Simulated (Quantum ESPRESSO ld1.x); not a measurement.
These are the eigenvalues of the occupied orbitals of an atom or ion with whole-number occupations (eV). Calculated with ld1.x of Quantum ESPRESSO 7.5: Dirac Kohn-Sham, LDA (Slater exchange, Perdew-Zunger correlation), spin-unpolarised, spherical densities, point nucleus.

| orbital | eigenvalue |
|---|---|
| 1s1/2 | -74205.2 |
| 2s1/2 | -16607.2 |
| 2p1/2 | -16149.1 |
| 2p3/2 | -14762.2 |
| 3s1/2 | -6704.74 |
| 3p1/2 | -6538.70 |

Which element is it, and in what charge state? The configuration may be excited. Open shells, if any, fill j = l - 1/2 first.

Answer. Z = 74, tungsten, charge +60: W60+ in [Ne] 3s2 3p2. The list shows which subshells hold electrons but not how many an open one holds; the 1s level, -2727 hartree, gives Z - s = 73.9 by -(Z - s)^2/2, which with screening and relativity narrows Z to a few neighbours, and the depths of the outer levels then fix element, charge and occupations together.
